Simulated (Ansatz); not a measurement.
Cost and result up the ladder for GeF2Cl2 (GeCl2F2) (5 atoms). The state is a singlet with charge 0. Geometry: PBE-D4/def2-SVP.

```xyz
5

Ge    0.015   -0.033   -0.042
F    -1.026   -0.927   -1.099
F     1.632   -0.359   -0.573
Cl   -0.231   -0.729    1.954
Cl   -0.390    2.048   -0.240
```

Ansatz on 4 threads of Arm Neoverse N1 on a shared host. Times are rough, and most runs start from the orbitals of an earlier one. CAM-B3LYP-D4/def2-TZVP serves as the yardstick here, not as an exact answer. Differences are given only for rows in sets of like size (and for xTB, whose basis is part of the method), since another set adds its own error. Binding counts from free atoms at the same level (Ge triplet, F doublet, Cl doublet; other spins of the atoms weren't run), without zero-point energy or a counterpoise term.

LC-ωPBE has ω = 0.4 bohr⁻¹. HSE06 is defined as in plane-wave codes, on full-range PBE exchange. Correlated methods freeze 21 core orbitals; core or outer-core shells of Ge are correlated, in sets that lack core-valence functions.

Correlated methods converge slowly with the basis.

```csv
level,functions,wall time
PBE-D4/def2-SVP,96,1.2 s
BLYP-D4/def2-TZVP,184,2.4 s
PBE-D4/def2-TZVP,184,2.4 s
LC-ωPBE/def2-TZVP,184,3.2 s
PBE-D4/def2-TZVPD,226,3.5 s
MP2/def2-TZVP,184,3.6 s
HSE06-D4/def2-TZVP,184,3.9 s
CAM-B3LYP-D4/def2-TZVP,184,4.1 s
RPA@PBE/def2-TZVP,184,5.5 s
r2SCAN-D4/def2-TZVP,184,6 s
PBE0-D4/def2-TZVPD,226,6.5 s
r2SCAN0-D4/def2-TZVP,184,7.5 s
r2SCAN-D4/def2-TZVPD,226,8.5 s
CCSD(T)/def2-TZVPP,194,2.4 min
```

Problem. Estimate what each level gives for the binding energy per atom (eV).

Solution. 
```
                 level  binding energy per atom (eV)  difference from CAM-B3LYP-D4/def2-TZVP (eV)
       PBE-D4/def2-SVP                          3.55                                            –
     BLYP-D4/def2-TZVP                          3.39                                         0.01
      PBE-D4/def2-TZVP                          3.54                                         0.15
     LC-ωPBE/def2-TZVP                          3.40                                         0.01
     PBE-D4/def2-TZVPD                          3.53                                         0.14
         MP2/def2-TZVP                          3.56                                         0.18
    HSE06-D4/def2-TZVP                          3.41                                         0.02
CAM-B3LYP-D4/def2-TZVP                          3.39                                         0.00
     RPA@PBE/def2-TZVP                          3.03                                        -0.36
   r2SCAN-D4/def2-TZVP                          3.48                                         0.09
    PBE0-D4/def2-TZVPD                          3.40                                         0.01
  r2SCAN0-D4/def2-TZVP                          3.34                                        -0.05
  r2SCAN-D4/def2-TZVPD                          3.48                                         0.09
    CCSD(T)/def2-TZVPP                          3.36                                        -0.03
```
